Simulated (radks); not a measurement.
The numbers below are computed, except where a source is named.
Effect of the nuclear size on the lutetium ion Lu3+, [Xe] 4f14. Code: a radial shooting solver on a logarithmic mesh with Libxc functionals. Model: Dirac Kohn-Sham, exchange-only LDA, spin-unpolarised, spherical densities, finite nucleus; Fermi nuclear charge, rms radius 5.37 fm. The rms radius is varied about that value; shifts are against it.

| rms radius (fm) | total energy shift (eV) | density at nucleus (e/bohr^3) | 1s1/2 shift (meV) | 2s1/2 shift (meV) | 4p1/2 shift (meV) | 5s1/2 shift (meV) | 5p1/2 shift (meV) | 4f7/2 shift (meV) | 6s1/2 (empty) shift (meV) |
|---|---|---|---|---|---|---|---|---|---|
| 4.6451 | -11.2 | 1.159e+06 | -4560 | -626 | -0.133 | -5.36 | 0.101 | 0.589 | -0.877 |
| 4.9135 | -7.18 | 1.138e+06 | -2930 | -401 | -0.086 | -3.44 | 0.065 | 0.377 | -0.563 |
| 5.37 | 0 | 1.107e+06 | 0.000 | 0.000 | 0.000 | 0.000 | 0.000 | 0.000 | 0.000 |
| 5.6492 | 4.60 | 1.089e+06 | 1880 | 257 | 0.056 | 2.21 | -0.041 | -0.242 | 0.361 |
| 6.0251 | 11.1 | 1.067e+06 | 4510 | 618 | 0.136 | 5.29 | -0.099 | -0.581 | 0.866 |

Slopes of the eigenvalues against <r^2> in GHz/fm^2, as finite differences over the two radii next to the reference (eigenvalue slopes, not the field-shift constants of lines): 1s1/2 150000, 2s1/2 20500, 4p1/2 4.42, 5s1/2 176, 5p1/2 -3.29, 4f7/2 -19.3, 6s1/2 (empty) 28.7.
